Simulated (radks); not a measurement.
These are the eigenvalues of the occupied orbitals of an atom or ion with whole-number occupations (Ry). All-electron calculation, non-relativistic Kohn-Sham, PBE, spin-polarised, spherical densities, point nucleus. Program: a radial shooting solver on a logarithmic mesh with Libxc functionals.

1s down: -596.9595
1s up: -596.9595
2s up: -70.79606
2s down: -70.71161
2p up: -61.79525
2p down: -61.73278
3s up: -8.01538
3s down: -7.84980
3p up: -5.26982
3p down: -5.10700
3d up: -0.74349
3d down: -0.59738
4s up: -0.41760
4s down: -0.39339

Which element is it, and in what charge state? The configuration may be excited. Open shells, if any, are filled with parallel spins first.

Answer. Z = 28, nickel, charge 0: Ni in [Ar] 3d8 4s2. The list shows which subshells hold electrons but not how many an open one holds; the 1s level, -298.48 hartree, gives Z - s = 24.4 by -(Z - s)^2/2, which with screening narrows Z to a few neighbours, and the depths of the outer levels then fix element, charge and occupations together.
